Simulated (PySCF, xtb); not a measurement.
In(Cl)(Me)(OMe) (C2H6ClInO), SMILES C[O][In]([CH3])[Cl].

xtb 6.7.1 with GFN2-xTB at its own geometry gives an orbital gap of 2.89 eV and a dipole moment of 4.72 D.

Coordinates come from a B3LYP-D3(BJ)/def2-SVP optimisation. The structure was generated by enumeration; whether it is a known compound was not checked. The def2 effective core potentials stand for the cores of In; spin–orbit coupling is left out. Other conformers were not sampled.

Q: What does PySCF with ωB97X/def2-TZVP give? (The exact figures need the calculation; the answer reports its results.)

A: gap 10.48 eV (levels -10.02 and 0.46 eV), dipole 4.32 D.
